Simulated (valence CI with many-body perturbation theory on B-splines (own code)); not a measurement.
V: E2, M1 decay

Method: valence CI with perturbative core correlation (CI+MBPT): five valence electrons over a frozen Dirac-Fock core [Ar], a basis of 9 s, 9 p, 9 d, 7 f, 4 g, 2 h functions for each j, with the one-electron correlation potential Σ1 (screened to all orders), the two-electron term Σ2, the three-electron term Σ3, Breit, model QED; selected single and double excitations, second order for the rest, scaled by the run's own slope (own B-spline code, finite nucleus).

Against 15 measured levels this calculation errs by 411 cm⁻¹ on average and by 715 at most. These come from a selection out of the NIST Handbook of Basic Atomic Spectroscopic Data. Levels without a partner in it may be off by more, other configurations by 1,000 to 4,000 cm⁻¹. Among the levels kept, up to 1200 cm⁻¹ of a level comes from second order outside the variational space, and about a tenth of that is noise between levels of different J, which matters for small intervals.

Lines 1 to 50 of 74 in falling wavelength, among levels below 17131 cm⁻¹, chosen from the decays that carry over 1 % of a level's rate. Wavelengths and rates use the calculated energies, so an error of 400 cm⁻¹ moves a line at 1077 nm by 4.3 % and its rate by three times that or more. Electric multipoles are in the length gauge, E1 and E2 with the static RPA response of the core. S is in atomic units (e²a₀⁴ for E2 and M2, e²a₀⁶ for E3), for M1 in squared Bohr magnetons. Weak lines are less certain than strong ones. Lines between different terms over intervals too small for the method are left out, as are lines whose strength nearly cancels and 23 of this kind that miss the measured wavelength by over 7 %. The highest levels of a list are the least certain.

Names give the largest LS component (configuration and term), which can be under half, so a name can repeat, a term be missing and a line seem to break the LS rules; names also repeat where a configuration has a term twice.

| λ vac (nm) | λ from measured levels | Upper | Lower | Type | A (s⁻¹) | S (a.u.) |
| --- | --- | --- | --- | --- | --- | --- |
| 1.121e+05 | 1.096e+05 | 3d⁴4s ⁶D_7/2 | 3d⁴4s ⁶D_5/2 | M1 | 3.70e-05 | 1.55e+01 |
| 88080 | 88170 | 3d⁴4s ⁶D_9/2 | 3d⁴4s ⁶D_7/2 | M1 | 4.41e-05 | 1.12e+01 |
| 63600 |  | 3d³4s² ²H_11/2 | 3d³4s² ²H_9/2 | M1 | 4.77e-05 | 5.46e+00 |
| 57510 | 53740 | 3d³4s² ⁴F_7/2 | 3d³4s² ⁴F_5/2 | M1 | 2.29e-04 | 1.29e+01 |
| 41180 | 43570 | 3d³4s² ⁴F_9/2 | 3d³4s² ⁴F_7/2 | M1 | 3.88e-04 | 1.00e+01 |
| 2751 |  | 3d³4s² ²H_9/2 | 3d³4s² ²G_9/2 | M1 | 6.49e-03 | 5.01e-02 |
| 2637 |  | 3d³4s² ²H_11/2 | 3d³4s² ²G_9/2 | M1 | 3.33e-03 | 2.72e-02 |
| 2595 |  | 3d³4s² ²H_9/2 | 3d³4s² ²G_7/2 | M1 | 3.40e-03 | 2.20e-02 |
| 2411 |  | 3d³4s² ²P_3/2 | 3d³4s² ⁴P_5/2 | M1 | 5.73e-03 | 1.19e-02 |
| 2318 |  | 3d³4s² ²P_3/2 | 3d³4s² ⁴P_3/2 | M1 | 6.95e-03 | 1.28e-02 |
| 2287 |  | 3d³4s² ²P_1/2 | 3d³4s² ⁴P_1/2 | M1 | 1.27e-02 | 1.13e-02 |
| 2278 |  | 3d³4s² ²P_3/2 | 3d³4s² ⁴P_1/2 | M1 | 3.19e-03 | 5.58e-03 |
| 2114 |  | 3d³4s² ²P_3/2 | 3d⁴4s ⁴D_5/2 | M1 | 7.48e-04 | 1.05e-03 |
| 2086 |  | 3d³4s² ²P_1/2 | 3d⁴4s ⁴D_3/2 | M1 | 1.47e-03 | 9.92e-04 |
| 2074 |  | 3d³4s² ²P_1/2 | 3d⁴4s ⁴D_1/2 | M1 | 1.69e-04 | 1.12e-04 |
| 2027 |  | 3d³4s² ²D_3/2 | 3d³4s² ⁴P_5/2 | M1 | 2.81e-03 | 3.47e-03 |
| 2008 |  | 3d³4s² ²D_5/2 | 3d³4s² ⁴P_5/2 | M1 | 1.74e-03 | 3.14e-03 |
| 1077 | 1079 | 3d³4s² ⁴P_5/2 | 3d³4s² ⁴F_9/2 | E2 | 9.04e-04 | 7.02e-01 |
| 1068 | 1074 | 3d³4s² ⁴P_3/2 | 3d³4s² ⁴F_7/2 | E2 | 1.15e-03 | 5.70e-01 |
| 1057 | 1063 | 3d³4s² ⁴P_1/2 | 3d³4s² ⁴F_5/2 | E2 | 1.10e-03 | 2.61e-01 |
| 1049 | 1053 | 3d³4s² ⁴P_3/2 | 3d³4s² ⁴F_5/2 | E2 | 8.25e-05 | 3.74e-02 |
| 1044 | 1048 | 3d³4s² ⁴P_1/2 | 3d³4s² ⁴F_3/2 | E2 | 2.82e-04 | 6.24e-02 |
| 979.8 |  | 3d³4s² ²G_7/2 | 3d³4s² ⁴F_9/2 | M1 | 4.90e-04 | 1.37e-04 |
| 959.3 |  | 3d³4s² ²G_9/2 | 3d³4s² ⁴F_9/2 | M1 | 2.13e-02 | 6.97e-03 |
| 957.1 |  | 3d³4s² ²G_7/2 | 3d³4s² ⁴F_7/2 | M1 | 8.75e-03 | 2.27e-03 |
| 941.4 |  | 3d³4s² ²G_7/2 | 3d³4s² ⁴F_5/2 | M1 | 7.71e-03 | 1.91e-03 |
| 937.5 |  | 3d³4s² ²G_9/2 | 3d³4s² ⁴F_7/2 | M1 | 8.13e-03 | 2.48e-03 |
| 747.3 |  | 3d⁴4s ⁴F_9/2 | 3d⁴4s ⁶D_9/2 | M1 | 2.58e-02 | 4.00e-03 |
| 744.2 |  | 3d⁴4s ⁴P_1/2 | 3d⁴4s ⁶D_3/2 | M1 | 3.20e-02 | 9.79e-04 |
| 743.7 |  | 3d⁴4s ⁴F_7/2 | 3d⁴4s ⁶D_7/2 | M1 | 1.66e-02 | 2.03e-03 |
| 738.2 |  | 3d⁴4s ⁴P_3/2 | 3d⁴4s ⁶D_5/2 | M1 | 2.82e-02 | 1.68e-03 |
| 727.7 |  | 3d⁴4s ⁴P_5/2 | 3d⁴4s ⁶D_7/2 | M1 | 1.90e-02 | 1.63e-03 |
| 722.1 |  | 3d³4s² ²P_3/2 | 3d³4s² ⁴F_5/2 | M1 | 9.47e-03 | 5.29e-04 |
| 722.1 |  | 3d³4s² ²P_3/2 | 3d³4s² ⁴F_5/2 | E2 | 3.35e-04 | 2.35e-02 |
| 716.9 |  | 3d³4s² ²P_1/2 | 3d³4s² ⁴F_3/2 | E2 | 5.78e-04 | 1.95e-02 |
| 716.0 |  | 3d³4s² ²P_3/2 | 3d³4s² ⁴F_3/2 | M1 | 5.84e-03 | 3.18e-04 |
| 701.1 |  | 3d³4s² ²D_5/2 | 3d³4s² ⁴F_9/2 | E2 | 6.05e-04 | 5.49e-02 |
| 691.6 |  | 3d³4s² ²H_11/2 | 3d³4s² ⁴F_7/2 | E2 | 6.34e-04 | 1.07e-01 |
| 690.8 |  | 3d³4s² ²H_9/2 | 3d³4s² ⁴F_5/2 | E2 | 2.61e-04 | 3.66e-02 |
| 689.4 |  | 3d³4s² ²D_5/2 | 3d³4s² ⁴F_7/2 | M1 | 3.62e-02 | 2.64e-03 |
| 683.4 |  | 3d³4s² ²D_3/2 | 3d³4s² ⁴F_5/2 | M1 | 3.58e-02 | 1.69e-03 |
| 681.2 |  | 3d³4s² ²D_5/2 | 3d³4s² ⁴F_5/2 | M1 | 4.51e-03 | 3.17e-04 |
| 681.1 |  | 3d⁴4s ⁴H_11/2 | 3d³4s² ⁴F_9/2 | E2 | 6.82e-02 | 1.07e+01 |
| 677.9 |  | 3d³4s² ²D_3/2 | 3d³4s² ⁴F_3/2 | M1 | 1.93e-02 | 8.92e-04 |
| 677.3 |  | 3d⁴4s ⁴H_13/2 | 3d³4s² ⁴F_9/2 | E2 | 7.29e-01 | 1.30e+02 |
| 675.7 |  | 3d³4s² ²D_5/2 | 3d³4s² ⁴F_3/2 | M1 | 1.39e-03 | 9.56e-05 |
| 674.0 |  | 3d⁴4s ⁴H_7/2 | 3d³4s² ⁴F_7/2 | E2 | 8.61e-03 | 8.56e-01 |
| 672.0 |  | 3d⁴4s ⁴H_9/2 | 3d³4s² ⁴F_7/2 | E2 | 1.17e-01 | 1.43e+01 |
| 670.1 |  | 3d⁴4s ⁴H_11/2 | 3d³4s² ⁴F_7/2 | E2 | 6.80e-01 | 9.84e+01 |
| 666.2 |  | 3d⁴4s ⁴H_7/2 | 3d³4s² ⁴F_5/2 | E2 | 1.27e-01 | 1.19e+01 |
